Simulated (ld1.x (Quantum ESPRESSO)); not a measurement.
**V: one change to a TM potential, before and after**

```
Element                 : vanadium
Generator               : ld1.x (Quantum ESPRESSO) 7.5
Type                    : norm-conserving Troullier–Martins (Kleinman–Bylander form)
Functional              : PBE
Relativity              : non-relativistic
Frozen core             : [Ne] 3s2
Valence charge          : 11
Reference configuration : 3p6 3d2 4s0 4p0 (charge +3)
Partial waves           : 3p (bound): rc 1.15 bohr; 3d (bound): rc 1.75 bohr; 4s (bound, empty): rc 1.70 bohr
Local potential         : the s channel
Core correction         : Bessel-smoothed model core inside 0.85 bohr
```

Change: reference 3p6 3d3 4s0 4p0.

Cutoffs: the cutoffs (Ry, on a coarse ladder) from which the occupation-weighted sum of valence levels, in a spherical-Bessel basis at the reference potential, stays within 10 and 1 mRy of its value at 400 Ry; they do not see the model core or the augmentation charge, which bear on the density cutoff. Errors are all-electron minus pseudo energies relative to the spin-unpolarised reference configuration.

Q: What does the change do?

A: The potential gets neither clearly harder nor softer (80 Ry and 110 Ry → 80 Ry and 110 Ry); the range in which the p phases agree widens (upper end -3.6 → -2.6); the range in which the d phases agree widens (upper end -1.6 → -0.5); neither file shows a bound ghost at the reference potential, the only one tested.

```tsv
quantity	base	changed
cutoff, loose	80 Ry	80 Ry
cutoff, tight	110 Ry	110 Ry
bound ghosts	none	none
largest error over its own tests, meV	-877	-944
s: phases at 1.91 bohr within 0.05 rad from the reference energy up to (Ry; the scan ends near 5)	-1.6	-0.9
p: phases at 1.91 bohr within 0.05 rad from the reference energy up to (Ry; the scan ends near 5)	-3.6	-2.6
d: phases at 1.91 bohr within 0.05 rad from the reference energy up to (Ry; the scan ends near 5)	-1.6	-0.5
```

Base: These tests converged, but a pseudo level misses the all-electron one widely, so the file describes the atom poorly there or has found another state: 3p6 3d1 4s0 4p0: empty 4p by 3.2 eV (a node warning on the way).
